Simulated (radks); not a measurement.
Valence configurations of the xenon ion Xe+ (all share [Kr]). Method: Dirac Kohn-Sham, PBE, spin-unpolarised, spherical densities, finite nucleus; open shells fill j = l - 1/2 first; Fermi nuclear charge, rms radius 4.7859 fm; computed with a radial shooting solver on a logarithmic mesh with Libxc functionals. Energies are relative to 4d10 5s2 5p5; eigenvalues in eV.

| valence | E (eV) | e(4d3/2) | e(4d5/2) | e(5p1/2) | e(5p3/2) | e(5s1/2) |
|---|---|---|---|---|---|---|
| 4d10 5s2 5p5 | 0.000 | -70.423 | -68.436 | -17.904 | -16.526 | -28.982 |
| 4d10 5s1 5p6 | 12.545 | -71.828 | -69.836 | -18.554 | -17.136 | -29.768 |
| 4d9 5s2 5p6 | 54.712 | -77.524 | -75.461 | -19.485 | -17.944 | -31.180 |
| 4d9.5 5s2 5p5.5 | 26.655 | -73.977 | -71.952 | -18.700 | -17.240 | -30.091 |
| 4d10 5s1.5 5p5.5 | 6.250 | -71.131 | -69.142 | -18.232 | -16.834 | -29.380 |

NIST lists [Kr] 4d10 5s2 5p5 as the ground configuration; this level of theory agrees among the configurations tried. The energies are those of spherical spin-averaged densities, not of single terms.
